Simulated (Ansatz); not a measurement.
Reactions of `CO[SiH2]S[SiH2]F`.

Isolated molecules relaxed with PBE0-D4/def2-TZVP in Ansatz; ΔE leaves out vibrations. CCSD(T)/CBS is the MP2 limit (def2-TZVPP, def2-QZVPP) plus CCSD(T) − MP2 in def2-TZVPP, frozen cores. This one scheme is used for every species, atoms too. Functionals use def2-TZVPP. Open shells (•) are unrestricted, without spin–orbit coupling. Spin–orbit coupling would lower the free atoms: a little for C, F, O, S, Si. Each species was taken in one conformer, which may not be the lowest.

```
                                                                   reaction  r2SCAN-D4 (kcal/mol)  PBE0-D4 (kcal/mol)  MP2/CBS(def2) (kcal/mol)  CCSD(T)/CBS(def2) (kcal/mol)
                      `CO[SiH2]S[SiH2]F` → C• + F• + 7 H• + O• + S• + 2 Si•                1114.6              1103.3                    1134.4                        1116.4
                 `CO[SiH2]S[SiH2]F` → `[CH2]` (triplet) + `O[SiH2]S[SiH2]F`                  84.9                89.6                      91.6                          89.8
                                `CO[SiH2]S[SiH2]F` → `CO[SiH2]S` + `F[SiH]`                  70.9                68.6                      71.5                          66.1
                         `CO[SiH2]S[SiH2]F` + H₂ → `F[SiH2]S[SiH3]` + CH₃OH                  19.6                17.0                      20.7                          18.9
  `CO[SiH2]S[SiH2]F` + `CN[SiH](N)F` → `CN(C)[SiH](N)F` + `O[SiH2]S[SiH2]F`                  -7.4                -7.8                      -8.8                          -7.7
                           `CO[SiH2]S[SiH2]F` → `F[SiH2][S]`• + `CO[SiH2]`•                  89.8                91.9                     101.0                          95.8
`CO[SiH2]S[SiH2]F` + `N[SiH2][SiH3]` → `CO[SiH2][SiH3]` + `N[SiH2]S[SiH2]F`                  -1.4                -1.4                      -1.4                          -1.4
```

Largest T1 diagnostic: 0.015, for `F[SiH]`.
